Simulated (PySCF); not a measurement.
**Question.** Give a GFN2-xTB geometry of `COC[SiH2]OC(C)=O`.

**Answer.** 
```xyz
18
C4H10O3Si angstrom
C     -3.036    0.959    0.426
O     -1.911    0.136    0.273
C     -1.562   -0.089   -1.078
Si    -0.040   -1.227   -1.040
O      1.173   -0.187   -0.598
C      2.419   -0.598   -0.371
C      3.321    0.526    0.053
O      2.751   -1.743   -0.503
H     -2.867    1.951   -0.015
H     -3.920    0.513   -0.048
H     -3.211    1.063    1.495
H     -2.393   -0.574   -1.606
H     -1.374    0.868   -1.584
H     -0.204   -2.263   -0.031
H      0.261   -1.749   -2.374
H      2.902    1.008    0.934
H      3.368    1.266   -0.743
H      4.315    0.147    0.268
```

Orientation and origin are arbitrary. Atoms count from 1 in this order. Si4 (oxygen-bound silicon) is distorted tetrahedral (angles from 102.4° to 113.7°). Of the pairs four or more bonds apart, H9···H13 is among the closest relative to their van der Waals radii: 2.42 Å, 101 % of the sum of Bondi's values. O5 (oxygen singly bound to a carbonyl carbon) is bent (angle 122.5°). The 4 C–O bonds span 1.200 Å (C6=O8, drawn double) to 1.413 Å (O2–C3, drawn single), a spread of 0.213 Å.

Bonds between heavy atoms (Å): C1–O2 1.403, O2–C3 1.413, C3–Si4 1.901, Si4–O5 1.657, O5–C6 1.332, C6–C7 1.502, C6=O8 1.200.

The geometry is computed with GFN2-xTB (gas phase).

Point group: C1 (no symmetry element, even within 0.4 Å). Whether it is a minimum is left open (no frequencies). One conformer, not necessarily the lowest (C1–O2–C3–Si4 180°, O2–C3–Si4–O5 -76°, C3–Si4–O5–C6 176°, Si4–O5–C6–C7 -178°).
